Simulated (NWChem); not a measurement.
System: AlH$_{2}$SOF; SMILES [SH][Al]([F])[OH]

The following NWChem deck was run.

```
start job
memory heap 200 mb stack 900 mb global 1100 mb
geometry units angstroms noautosym nocenter noautoz
  Al     0.085722    -0.423319     0.000000
  F     -1.219056    -1.449144     0.000000
  O      1.670445    -1.005142     0.000000
  H      1.945329    -1.923070     0.000000
  S     -0.250991     1.712810     0.000000
  H      1.079684     1.957263     0.000000
end
basis spherical
  * library cc-pvtz
end
dft
  xc hfexch
  iterations 150
end
property
  efieldgrad
end
task dft property
```

Parts of the log:

```
             Northwest Computational Chemistry Package (NWChem) 7.3.0
             --------------------------------------------------------

                             Geometry "geometry" -> ""
                             -------------------------

 Output coordinates in angstroms (scale by  1.889725989 to convert to a.u.)

  No.       Tag          Charge          X              Y              Z
 ---- ---------------- ---------- -------------- -------------- --------------
    1 Al                  13.0000     0.08572200    -0.42331900     0.00000000
    2 F                    9.0000    -1.21905600    -1.44914400     0.00000000
    3 O                    8.0000     1.67044500    -1.00514200     0.00000000
    4 H                    1.0000     1.94532900    -1.92307000     0.00000000
    5 S                   16.0000    -0.25099100     1.71281000     0.00000000
    6 H                    1.0000     1.07968400     1.95726300     0.00000000

 Effective nuclear repulsion energy (a.u.)     199.6261736681

  xc_inp: hfexch multiplicative factor not found.
                              NWChem Property Module
                              ----------------------

  itol2e modified to match energy
  convergence criterion.

                                 NWChem DFT Module
                                 -----------------

 Summary of "ao basis" -> "ao basis" (spherical)
 ------------------------------------------------------------------------------
       Tag                 Description            Shells   Functions and Types
 ---------------- ------------------------------  ------  ---------------------
 Al                         cc-pvtz                 12       34   5s4p2d1f
 F                          cc-pvtz                 10       30   4s3p2d1f
 O                          cc-pvtz                 10       30   4s3p2d1f
 H                          cc-pvtz                  6       14   3s2p1d
 S                          cc-pvtz                 12       34   5s4p2d1f

  itol2e modified to match energy
  convergence criterion.

            General Information
            -------------------
          SCF calculation type: DFT
          Wavefunction type:  closed shell.
          No. of atoms     :     6
          No. of electrons :    48
           Alpha electrons :    24
            Beta electrons :    24
          Charge           :     0
          Spin multiplicity:     1
          Use of symmetry is: off; symmetry adaption is: off
          Maximum number of iterations: 150
          AO basis - number of functions:   156
                     number of shells:    56
          Convergence on energy requested:  1.00D-07
          Convergence on density requested:  1.00D-05
          Convergence on gradient requested:  5.00D-04

              XC Information
              --------------
                     Hartree-Fock (Exact) Exchange  1.000

      Superposition of Atomic Density Guess
      -------------------------------------

 Sum of atomic energies:        -814.55861936

      Non-variational initial energy
      ------------------------------

 Total energy =    -815.199168
 1-e energy   =   -1526.495088
 2-e energy   =     511.669747
 HOMO         =      -0.347149
 LUMO         =      -0.044488

   convergence    iter        energy       DeltaE   RMS-Dens  Diis-err
 ---------------- ----- ----------------- --------- --------- ---------
 d= 0,ls=0.0,diis     1   -815.1050369976 -1.01D+03  3.31D-03  9.23D-01
 d= 0,ls=0.0,diis     2   -815.1724618946 -6.74D-02  1.06D-03  4.26D-01
 d= 0,ls=0.0,diis     3   -815.2035416031 -3.11D-02  3.28D-04  3.32D-03
 d= 0,ls=0.0,diis     4   -815.2045326571 -9.91D-04  1.06D-04  3.01D-04
 d= 0,ls=0.0,diis     5   -815.2046361686 -1.04D-04  3.92D-05  3.95D-05
  Resetting Diis
 d= 0,ls=0.0,diis     6   -815.2046487915 -1.26D-05  1.32D-05  5.58D-06
 d= 0,ls=0.0,diis     7   -815.2046501917 -1.40D-06  3.14D-06  5.83D-07
 d= 0,ls=0.0,diis     8   -815.2046503025 -1.11D-07  1.10D-06  1.98D-07
 d= 0,ls=0.0,diis     9   -815.2046503284 -2.59D-08  1.43D-06  2.62D-08

[...]

          -----------------------
          Electric field gradient
          -----------------------

 1 a.u. = 0.324123 10**(16) esu/cm**3  ( or statvolts/cm**2 ) = 0.97174 10**(22) v/m**2

 ------------------------------------------------------------
   Atom      X         Y         Z
 ------------------------------------------------------------
    1 Al   0.16199  -0.79996   0.00000
 ------------------------------------------------------------

 Electric field gradient in molecular frame (a.u.)
         XX             YY             ZZ             XY             XZ             YZ
 ------------------------------------------------------------------------------------------
        0.558068       0.475223      -1.033291      -0.121221      -0.000000       0.000000

 Principal components (a.u.) and orientation
 of principal axis w.r.t. absolute frame                      Asymmetry parameter eta
 --------------------------------------------------------------------------------------
       -1.033291       0.644748       0.388543                       0.247951

        0.000000       0.813434       0.581657
        0.000000      -0.581657       0.813434
        1.000000       0.000000       0.000000

 ------------------------------------------------------------
   Atom      X         Y         Z
 ------------------------------------------------------------
    2 F   -2.30368  -2.73849   0.00000
 ------------------------------------------------------------

 Electric field gradient in molecular frame (a.u.)
         XX             YY             ZZ             XY             XZ             YZ
 ------------------------------------------------------------------------------------------
       -0.213115       0.027416       0.185699      -0.504436       0.000000      -0.000000

 Principal components (a.u.) and orientation
 of principal axis w.r.t. absolute frame                      Asymmetry parameter eta
 --------------------------------------------------------------------------------------
       -0.611424       0.425725       0.185699                       0.392569

        0.784830      -0.619712       0.000000
        0.619712       0.784830       0.000000
        0.000000       0.000000       1.000000

 ------------------------------------------------------------
   Atom      X         Y         Z
 ------------------------------------------------------------
    3 O    3.15668  -1.89944   0.00000
 ------------------------------------------------------------

 Electric field gradient in molecular frame (a.u.)
         XX             YY             ZZ             XY             XZ             YZ
 ------------------------------------------------------------------------------------------
        0.246406      -1.024872       0.778466       0.782571       0.000000       0.000000

 Principal components (a.u.) and orientation
 of principal axis w.r.t. absolute frame                      Asymmetry parameter eta
 --------------------------------------------------------------------------------------
       -1.397427       0.778466       0.618960                       0.114143

       -0.429841       0.000000       0.902905
        0.902905       0.000000       0.429841
        0.000000       1.000000       0.000000

 ------------------------------------------------------------
   Atom      X         Y         Z
 ------------------------------------------------------------
    4 H    3.67614  -3.63408   0.00000
 ------------------------------------------------------------

 Electric field gradient in molecular frame (a.u.)
         XX             YY             ZZ             XY             XZ             YZ
 ------------------------------------------------------------------------------------------
        0.176948      -0.427480       0.250532       0.208256      -0.000000      -0.000000

 Principal components (a.u.) and orientation
 of principal axis w.r.t. absolute frame                      Asymmetry parameter eta
 --------------------------------------------------------------------------------------
       -0.492286       0.250532       0.241754                       0.017832

       -0.297131       0.000000       0.954837
        0.954837       0.000000       0.297131
        0.000000       1.000000       0.000000

 ------------------------------------------------------------
   Atom      X         Y         Z
 ------------------------------------------------------------
    5 S   -0.47430   3.23674   0.00000
 ------------------------------------------------------------

 Electric field gradient in molecular frame (a.u.)
         XX             YY             ZZ             XY             XZ             YZ
 ------------------------------------------------------------------------------------------
       -1.339995      -0.143516       1.483511      -0.807961       0.000000       0.000000

 Principal components (a.u.) and orientation
 of principal axis w.r.t. absolute frame                      Asymmetry parameter eta
 --------------------------------------------------------------------------------------
       -1.747088       1.483511       0.263576                       0.698268

        0.893047       0.000000      -0.449963
        0.449963       0.000000       0.893047
        0.000000       1.000000       0.000000

 ------------------------------------------------------------
   Atom      X         Y         Z
 ------------------------------------------------------------
    6 H    2.04031   3.69869   0.00000
 ------------------------------------------------------------

 Electric field gradient in molecular frame (a.u.)
         XX             YY             ZZ             XY             XZ             YZ
 ------------------------------------------------------------------------------------------
       -0.211383       0.090559       0.120823      -0.062030       0.000000       0.000000

[...]
```

Level: Hartree-Fock/cc-pVTZ. Structure relaxed at the PBE0/def2-SVP level. NWChem prints the field gradient with the sign opposite to the second derivative of the potential.
